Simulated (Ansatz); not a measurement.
Calculated with Ansatz (gas phase, PBE0-D4/def2-TZVP geometries, no zero-point term in ΔE). CCSD(T)/CBS is the MP2 limit (def2-TZVPP, def2-QZVPP) plus CCSD(T) − MP2 in def2-TZVPP, frozen cores. DFT in def2-TZVPP. B3LYP here is the variant with VWN-RPA as its local correlation; programs differ in this. HSE06 is defined as in plane-wave codes. One conformer a species, not always the lowest.

Reaction (redistribution): `[OH][AlH][CH]=S` + `[SiH3]C#CS` → `[OH][AlH][C]#CS` + `[SiH3]C=S`

```csv
level,ΔE (kJ/mol)
LDA (SPW92),-17.2
B3LYP-D4,-19.7
HSE06-D4,-18.9
PBE-QIDH,-19.0
MP2/def2-SVP,-18.6
HF/def2-TZVPP,-22.5
CCSD(T)/def2-TZVPP,-19.4
SCS-MP2/def2-QZVPP,-19.0
```

What does CCSD(T)/CBS give? (Estimate.)

The calculation gave: -19.0 kJ/mol. The listed levels differ from it by 1.8, -0.7, 0.1, 0.0, 0.4, -3.5, -0.4, 0.0 kJ/mol.

Largest T1 diagnostic among the species: 0.016.

In def2-TZVPP, CCSD(T) changes the Hartree–Fock value by +3.1 kJ/mol (the triples alone add +0.3 kJ/mol) and MP2 by +3.4 kJ/mol. Leaving LDA and LC-ωPBE aside and taking each functional with its dispersion term where it has one, the values, not all of them listed here, spread over 2.7 kJ/mol, from B97M-V to ωB97M-V.
